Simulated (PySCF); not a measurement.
Precursor series Ti Cl-OH. Gas-phase values, no solvent. One relaxed conformer stands for each flexible species; it need not be the lowest.

The charge on the central atom (Mulliken) from two functionals at the same geometries (BP86-D3(BJ)/def2-SVP), both in PySCF: PBE-D3(BJ)/def2-TZVP and TPSSh-D3(BJ)/def2-TZVP. 

```
species                                    TPSSh-D3(BJ)/def2-TZVP (e)
-----------------------------------------  --------------------------
0 of 4 Cl replaced by OH                                         1.10
1 of 4 Cl replaced by OH                                         1.28
2 of 4 Cl replaced by OH ([Ti(Cl)2(OH)2])                        1.38
3 of 4 Cl replaced by OH ([Ti(Cl)(OH)3])                         1.42
4 of 4 Cl replaced by OH ([Ti(OH)4])                             1.50
```

**Question.** What does PBE-D3(BJ)/def2-TZVP give for each?

**Answer.** 
- 0 of 4 Cl replaced by OH: 0.96
- 1 of 4 Cl replaced by OH: 1.12
- 2 of 4 Cl replaced by OH ([Ti(Cl)2(OH)2]): 1.21
- 3 of 4 Cl replaced by OH ([Ti(Cl)(OH)3]): 1.23
- 4 of 4 Cl replaced by OH ([Ti(OH)4]): 1.29
Over these rows, drawn at random from the members with no instability flagged (it was tested for open shells, ions and some series alone), PBE minus TPSSh-D3(BJ): mean -0.17 e, from -0.21 e to -0.14 e.
